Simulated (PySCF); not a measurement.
Vertical excitations of a molecule C5H7N from PySCF 2.14.0 with TDA-LC-ωPBE/def2-SVPD, as energy in eV (oscillator strength): 5.29 (0.003), 6.44 (0.001), 6.79 (0.007), 6.84 (0.001), 7.99 (0.288), 8.10 (0.006), 8.17 (0.008), 8.37 (0.151), 8.43 (0.049), 8.66 (0.164). Lowest triplet (TDA): 4.34 eV. The structure is a stationary point at PBE-D3(BJ)/def2-SVP. Other conformers were not sampled.

Q: Pick the molecule that these values belong to.
(A) CC(C)=CC#N
(B) CC#C/C=N/C
(C) C=C=C1CCN1
(D) C#CC/C=N/C

A: D, C#CC/C=N/C
